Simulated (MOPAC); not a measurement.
A run for MOPAC: PM6 on H2OSe (SMILES O[SeH]), a point of a torsion scan.

```
PM6 1SCF PRECISE CHARGE=0 THREADS=1
H2OSe

O     -0.94893878 1     0.26128052 1     0.28091275 1
Se     0.75291018 1     0.70189259 1    -0.19574029 1
H     -1.28692730 1    -0.41751869 1    -0.30707983 1
H      0.60749792 1     0.42859179 1    -1.62591716 1
```

It printed:

```
*******************************************************************************
 **                                                                           **
 **                              MOPAC v23.2.5                                **
 **                                                                           **
 *******************************************************************************
 ** MOPAC's Digital Object Identifier: https://doi.org/10.5281/zenodo.6511958 **
 **                                                                           **
 ** Please cite the open-source release paper for use of this MOPAC version:  **
 ** J. E. Moussa and J. J. P. Stewart (2026)                                  **
 ** MOPAC: An open-source semiempirical molecular orbital program             **
 ** J. Open Source Softw., 11(119), 8025, https://doi.org/10.21105/joss.08025 **
 *******************************************************************************

                              PM6 CALCULATION RESULTS

 *******************************************************************************
 *  PM6        - The PM6 Hamiltonian to be used
 *
 *
 *
 *                 CHARGE ON SYSTEM = 0
 *
 *
 *
 *  PRECISE    - TIGHTER CRITERIA TO BE USED
 *  1SCF       - DO 1 SCF AND THEN STOP
 *  THREADS=1  - MULTI-THREADING NOT USED
 *  T=         - A TIME OF 172800.0 SECONDS REQUESTED
 *  DUMP=N     - RESTART FILE WRITTEN EVERY 7200.0 SECONDS REQUESTED
 *******************************************************************************
PM6 1SCF PRECISE CHARGE=0 THREADS=1
 H2OSe

   ATOM   CHEMICAL          X               Y               Z
  NUMBER   SYMBOL      (ANGSTROMS)     (ANGSTROMS)     (ANGSTROMS)

     1       O         -0.94893878  *   0.26128052  *   0.28091275  *
     2      Se          0.75291018  *   0.70189259  *  -0.19574029  *
     3       H         -1.28692730  *  -0.41751869  *  -0.30707983  *
     4       H          0.60749792  *   0.42859179  *  -1.62591716  *



          CARTESIAN COORDINATES

    NO.       ATOM           X           Y           Z

     1         O         -0.9489      0.2613      0.2809
     2        Se          0.7529      0.7019     -0.1957
     3         H         -1.2869     -0.4175     -0.3071
     4         H          0.6075      0.4286     -1.6259

 General Reference for PM6:
 "Optimization of Parameters for Semiempirical Methods V: Modification of NDDO Approximations
 and Application to 70 Elements", J. J. P. Stewart, J. Mol. Mod., 13, 1173-1213 (2007)
 URL: https://link.springer.com/article/10.1007/s00894-007-0233-4

           Empirical Formula: H2 O Se  =     4 atoms



      MOLECULAR POINT GROUP   :   C1


      RHF CALCULATION, NO. OF DOUBLY OCCUPIED LEVELS = 7


 -------------------------------------------------------------------------------
 PM6 1SCF PRECISE CHARGE=0 THREADS=1
 H2OSe



     1SCF WAS SPECIFIED, SO BFGS WAS NOT USED
     SCF FIELD WAS ACHIEVED


                              PM6 CALCULATION
                                                       MOPAC v23.2.5 Linux




          FINAL HEAT OF FORMATION =        -34.35458 KCAL/MOL =    -143.73957 KJ/MOL


          COSMO AREA              =         76.97 SQUARE ANGSTROMS
          COSMO VOLUME            =         59.96 CUBIC ANGSTROMS

          IONIZATION POTENTIAL    =          8.571244 EV
          HOMO LUMO ENERGIES (EV) =         -8.571 -1.016
          NO. OF FILLED LEVELS    =          7
          MOLECULAR WEIGHT        =         96.9752         POINT GROUP:  C1

          MOLECULAR DIMENSIONS (Angstroms)

            Atom       Atom       Distance
            H     4    O     1     2.46708
            H     3   Se     2     1.94841
            H     3    H     4     0.25097


          SCF CALCULATIONS        =          1





   ATOM   CHEMICAL          X               Y               Z
  NUMBER   SYMBOL      (ANGSTROMS)     (ANGSTROMS)     (ANGSTROMS)

     1       O         -0.94893878  *   0.26128052  *   0.28091275  *
     2      Se          0.75291018  *   0.70189259  *  -0.19574029  *
     3       H         -1.28692730  *  -0.41751869  *  -0.30707983  *
     4       H          0.60749792  *   0.42859179  *  -1.62591716  *

                             CARTESIAN COORDINATES

   1    O       -0.948938780     0.261280520     0.280912750
   2   Se        0.752910180     0.701892590    -0.195740290
   3    H       -1.286927300    -0.417518690    -0.307079830
   4    H        0.607497920     0.428591790    -1.625917160


           Empirical Formula: H2 O Se  =     4 atoms



      MOLECULAR POINT GROUP   :   C1


                  EIGENVALUES
 -29.19040 -22.18166 -17.38548 -13.85486 -13.47529 -11.99219  -8.57124  -1.01555
   1.54461   5.17933


              NET ATOMIC CHARGES AND DIPOLE CONTRIBUTIONS

  ATOM NO.   TYPE          CHARGE      No. of ELECS.   s-Pop       p-Pop
    1          O          -0.582631        6.5826     1.82849     4.75414
    2         Se           0.205087        5.7949     1.97953     3.81538
    3          H           0.306491        0.6935     0.69351
    4          H           0.071053        0.9289     0.92895
 DIPOLE           X         Y         Z       TOTAL
 POINT-CHG.     1.710    -0.508    -1.986     2.670
 HYBRID        -0.603    -0.448    -0.574     0.946
 SUM            1.107    -0.956    -2.560     2.949


          ATOMIC ORBITAL ELECTRON POPULATIONS

     Atom    s        px        py        pz
    1  O   1.82849   1.41570   1.68780   1.65064
    2 Se   1.97953   0.84166   1.87992   1.09380
    3  H   0.69351
    4  H   0.92895

 **********************
 *                    *
 * JOB ENDED NORMALLY *
 *                    *
 **********************




 == MOPAC DONE ==
```

The run finished.

Cost: roughly 0.05 core-seconds.
